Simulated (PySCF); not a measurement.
# One molecule, several mistakes: B2CH6N cation

These are calculations, not measurements. They come from PySCF 2.14.0, an open-source quantum chemistry program, on an isolated molecule that a program drew, which may never have been made. The molecule is B2CH6N cation (charge +1, singlet), drawn as the SMILES string `CB[B+]N`.

Each row is a Hartree-Fock (HF) and frozen-core CCSD(T) single point in the cc-pVDZ basis, meant for a local HF minimum. Run 1 is clean. Each other run has one planted mistake out of seven kinds, and not every kind appears here: one electron removed, one electron added, multiplicity raised by two, geometry at a saddle point, minimal basis STO-3G, one bond length entered in bohr, all coordinates scaled. The reference is restricted for singlets and unrestricted otherwise, and also for a bond in bohr. Adding or removing an electron swaps singlet and doublet. Electrons count all cores. HOMO and LUMO are orbital energies over both spins, the gradient is its largest component, and the lowest frequency (negative if imaginary) is given only where the gradient is small. Bond lengths are over the 9 bonds as drawn. T1 is the CCSD diagnostic: over 0.02 (restricted) or 0.045 (unrestricted) a single reference is doubtful.

Geometry of the clean run:
```xyz
10
B2CH6N cation, angstrom
C     0.2030    2.3916   -1.1321
B     0.9931    1.3863   -0.2473
B     1.0907   -0.2925   -0.6302
N     1.1840   -1.5825   -0.9019
H     0.6635    3.3810   -1.1205
H     0.0010    2.0851   -2.1577
H    -0.7695    2.5076   -0.6245
H     1.5385    1.6737    0.7744
H     1.6548   -2.2378   -0.2946
H     0.7926   -2.0007   -1.7333
```

| run | electrons | basis functions | <S^2> | HOMO (eV) | LUMO (eV) | gradient (hartree/bohr) | lowest frequency (cm^-1) | mean bond (Å) | longest bond (Å) | T1 | HF (hartree) | CCSD(T) (hartree) | mistake |
|---|---|---|---|---|---|---|---|---|---|---|---|---|---|
| 1 | 28 | 86 | 0.000 | -17.86 | -4.20 | 2.5e-05 | 93 | 1.2331 | 1.725 | 0.0143 | -144.94943 | -145.45843 | no fault |
| 2 | 28 | 26 | 0.000 | -17.09 | -1.53 | 2.6e-02 | - | 1.2331 | 1.725 | 0.0181 | -143.19170 | -143.41803 | minimal basis STO-3G |
| 3 | 29 | 86 | 0.757 | -5.80 | 2.54 | 1.1e-01 | - | 1.2331 | 1.725 | 0.0135 | -145.13244 | -145.65950 | one electron added |
| 4 | 28 | 86 | 0.728 | -15.93 | -4.63 | 2.8e-02 | - | 1.3421 | 2.085 | 0.0560 | -144.82939 | -145.33389 | one bond length entered in bohr |
| 5 | 28 | 86 | 2.015 | -13.25 | -8.33 | 5.1e-02 | - | 1.2331 | 1.725 | 0.0292 | -144.77408 | -145.28580 | multiplicity raised by two |
| 6 | 28 | 86 | 0.000 | -18.06 | -4.05 | 9.2e-02 | - | 1.1468 | 1.604 | 0.0126 | -144.89654 | -145.39311 | ? |

**Which mistake was planted in run 6, and what did it cost?**

The mean and the longest bond both change by the same factor, 0.930, and the gradient is no longer small. So the mistake is: all coordinates scaled. Subtracting run 1 and multiplying by 627.51 kcal/mol a hartree, the energy moved by 33.2 kcal/mol in HF and 41.0 kcal/mol in CCSD(T).

Cautions from the logs. Run 4: T1 is over the limit, so its CCSD(T) energy is less reliable.
